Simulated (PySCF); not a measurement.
Cartesian coordinates (Å):
```xyz
9

Ta    -0.0119    -0.0278    -0.0344
F     -0.0508    -1.2205     1.4455
F      0.0582     1.2080    -1.4762
F     -1.5549     0.8259     0.6144
F      1.8272     0.2362     0.2500
C     -0.4386    -1.6501    -1.3561
H     -1.3230    -2.2081    -0.9817
H      0.4324    -2.3418    -1.3475
H     -0.6216    -1.3069    -2.3932
```
Charge 0, multiplicity 1.

What HOMO–LUMO gap, charge on the central atom (Mulliken) and total energy does PySCF with PBE-D3(BJ)/def2-TZVP // PBE-D3(BJ)/def2-SVP give?


- HOMO–LUMO gap: 4.92 eV
- charge on the central atom (Mulliken): 1.38 e
- total energy: -496.4059 Ha
